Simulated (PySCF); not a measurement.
NICS in isomers of C8H12N2.

NICS is the negative of the GIAO shielding at a point without a nucleus: at the ring centre (0) and 1 Å above and below it (1); zz is the component along the ring normal. Level: GIAO PBE0/pcSseg-1 (PySCF, non-relativistic, gas phase) on the GFN2-xTB geometries, one conformer each. Atom numbers follow the mapped SMILES.

Question: Order these rings by mean NICS(1)zz, lowest (most negative) first (ppm).
A. ring C4–C5–C6–C7–C9–C10 in `[N:1]#[C:2][CH2:3][CH:4]1[CH2:5][CH2:6][C:7](=[NH:8])[CH2:9][CH2:10]1`
B. ring C6–C7–C8–C9–C10 in `[CH:1]#[C:2][CH2:3][NH:4][N:5]=[C:6]1[CH2:7][CH2:8][CH2:9][CH2:10]1`
C. ring N4–N5–C6–C7–C8 in `[CH2:1]=[CH:2][CH2:3][n:4]1[n:5][cH:6][cH:7][c:8]1[CH2:9][CH3:10]`
D. ring C2–C3–N4–N8–C9 in `[CH3:1][c:2]1[cH:3][n:4]([CH:5]2[CH2:6][CH2:7]2)[n:8][c:9]1[CH3:10]`
E. ring C2–C3–N4–N5–C7 in `[CH3:1][c:2]1[cH:3][n:4][n:5]([CH3:6])[c:7]1[CH:8]1[CH2:9][CH2:10]1`

Answer: C (-29.8), E (-28.4), D (-27.1), B (-2.7), A (2.7).

```json
{"SMILES": "C=CCn1nccc1CC", "ring": "5-membered ring with 2 N; formal bonds all aromatic", "NICS(0)": "-13.0", "NICS(1)": "-11.6", "NICS(1)zz": "-29.8", "HOMA": "0.96", "rms pucker (Å)": "0.00", "ring atoms with four or more neighbours": "0"}
{"SMILES": "Cc1cnn(C)c1C1CC1", "ring": "5-membered ring with 2 N; formal bonds all aromatic", "NICS(0)": "-13.0", "NICS(1)": "-11.7", "NICS(1)zz": "-28.4", "HOMA": "0.96", "rms pucker (Å)": "0.00", "ring atoms with four or more neighbours": "0"}
{"SMILES": "Cc1cn(C2CC2)nc1C", "ring": "5-membered ring with 2 N; formal bonds all aromatic", "NICS(0)": "-12.1", "NICS(1)": "-11.3", "NICS(1)zz": "-27.1", "HOMA": "0.94", "rms pucker (Å)": "0.00", "ring atoms with four or more neighbours": "0"}
{"SMILES": "C#CCNN=C1CCCC1", "ring": "5-membered carbocycle; formal bonds all single", "NICS(0)": "-2.9", "NICS(1)": "-3.3", "NICS(1)zz": "-2.7", "HOMA": "–", "rms pucker (Å)": "0.17", "ring atoms with four or more neighbours": "4"}
{"SMILES": "N#CCC1CCC(=N)CC1", "ring": "6-membered carbocycle; formal bonds all single", "NICS(0)": "-1.6", "NICS(1)": "-2.2", "NICS(1)zz": "2.7", "HOMA": "–", "rms pucker (Å)": "0.23", "ring atoms with four or more neighbours": "5"}
```

NICS(0) ties some rings at the printed digit and otherwise keeps the order. The isotropic NICS(1) gives another order. HOMA uses Krygowski's 1993 parameters; it is left out where a ring has a four-coordinate atom, a triple bond, no multiple bond or a kind of bond without parameters. NICS(1) and NICS(1)zz are means over the two faces.
